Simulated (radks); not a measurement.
Question: The tin ion Sn6+ is in [Kr] 4d(3/2: 4, 5/2: 4). All-electron calculation, Dirac Kohn-Sham, PBE, spin-unpolarised, spherical densities, finite nucleus; Fermi nuclear charge, rms radius of each element as measured or else 0.836 A^(1/3) + 0.57 fm. Program: a radial shooting solver on a logarithmic mesh with Libxc functionals. Sub-shells are occupied by j as written (lower j first in brackets). One electron is removed from 4d3/2, 4p3/2, 4p1/2, 4d5/2 in turn, with full relaxation. Which removal costs least, and what does each cost?

Answer: 4d5/2 116.29 eV; 4d3/2 117.58 eV; 4p3/2 181.81 eV; 4p1/2 189.96 eV. The 4d5/2 electron leaves first.
